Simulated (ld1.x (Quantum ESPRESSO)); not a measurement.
# Ga: excitation energies, all-electron against ultrasoft

gallium (Ga), ultrasoft, made with ld1.x (Quantum ESPRESSO) 7.5 (BLYP, scalar-relativistic). Core [Ar], reference 3d10 4s2 4p1. Waves: 4s (bound): rcut 1.30, rcutus 1.75 bohr; 4s channel at 2.7 Ry: rcut 1.30, rcutus 1.75 bohr; 4p (bound): rcut 1.70, rcutus 1.95 bohr; 4p channel at 1.25 Ry: rcut 1.70, rcutus 1.95 bohr; 3d (bound): rcut 1.15, rcutus 1.40 bohr; 3d channel at -0.85 Ry: rcut 1.15, rcutus 1.40 bohr. Local part: all-electron potential smoothed inside 1.10 bohr (lloc = -1). Core correction: none. Augmentation charge: PSQ, inside the norm-conserving radii.

Energies are relative to the spin-unpolarised reference configuration 3d10 4s2 4p1; without spin polarisation the order of configurations can differ from experiment.

**Question.** Give the all-electron excitation energy and the error of the potential for: 3d10 4s2 4p0; 3d10 4s1 4p0; 3d10 4s0 4p0; 3d10 4s0 4p3; 3d10 4s2 4p0.5; 3d9 4s0 4p0; 3d9 4s2 4p2.

**Answer.**

```tsv
valence configuration	charge	ΔE all-electron (eV)	error AE − PS (meV)
3d10 4s2 4p0	+1	5.669	+0.4
3d10 4s1 4p0	+2	26.908	+22
3d10 4s0 4p0	+3	58.455	+117
3d10 4s0 4p3	0	13.506	+16
3d10 4s2 4p0.5	+0.5	2.007	-0.1
3d9 4s0 4p0	+4	122.306	+8.5
3d9 4s2 4p2	0	20.287	-101
```

Levels in the configuration 3d10 4s2 4p0:

```csv
level,all-electron (eV),pseudo (eV)
3d,-27.332,-27.321
4s,-16.368,-16.363
```

Note: ghost state, extra bound levels that the all-electron valence spectrum of the same l lacks: s at -31.9 eV. A true bound ghost makes a file unfit for plane-wave use.
